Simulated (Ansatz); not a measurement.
Gas-phase electronic energies from Ansatz, PBE0-D4/def2-TZVP geometries. CCSD(T)/CBS is the MP2 limit (def2-TZVPP, def2-QZVPP) plus CCSD(T) − MP2 in def2-TZVPP, frozen cores. This one scheme is used for every species. Functionals use def2-TZVPP. B3LYP here is the variant with VWN-RPA as its local correlation; programs differ in this. One conformer a species, not always the lowest.

`O[Si](O)(O)[O][Al]([F])[Cl]` + `CO[SiH](C)O` → `CO[SiH](C)O[Si](O)(O)O` + `[OH][Al]([F])[Cl]`  (ligand exchange at the Si–O bond)

```csv
level,ΔE (kJ/mol),difference from CCSD(T)/CBS
PBE-D4,-0.6,-1.2
r2SCAN-D4,0.6,0.0
PBE0-D4,0.2,-0.4
B3LYP-D4,-1.1,-1.7
ωB97X-V,0.2,-0.4
ωB97M-V,0.1,-0.5
B2PLYP,2.1,1.5
PBE,2.4,1.8
r2SCAN,1.9,1.3
PBE0,3.0,2.4
B3LYP,3.3,2.7
HF/def2-TZVPP,4.9,4.3
MP2/def2-TZVPP,0.3,-0.3
SCS-MP2/def2-TZVPP,1.0,0.4
CCSD/def2-TZVPP,1.3,0.7
CCSD(T)/def2-TZVPP,0.6,0.0
HF/def2-QZVPP,5.0,4.4
MP2/def2-QZVPP,0.3,-0.3
SCS-MP2/def2-QZVPP,1.0,0.4
HF/CBS(def2),5.0,4.4
MP2/CBS(def2),0.2,-0.4
CCSD/CBS(def2),1.3,0.7
CCSD(T)/CBS,0.6,0
```

Largest T1 diagnostic among the species: 0.011.

The D4 term adds −4.4 kJ/mol with B3LYP and −2.8 kJ/mol with PBE0; it sums over pairs of atoms, weighted by their polarisabilities, and B3LYP, whose exchange is more repulsive, gets the larger term. In def2-TZVPP, CCSD(T) changes the Hartree–Fock value by −4.2 kJ/mol (the triples alone add −0.7 kJ/mol) and MP2 by −4.6 kJ/mol.
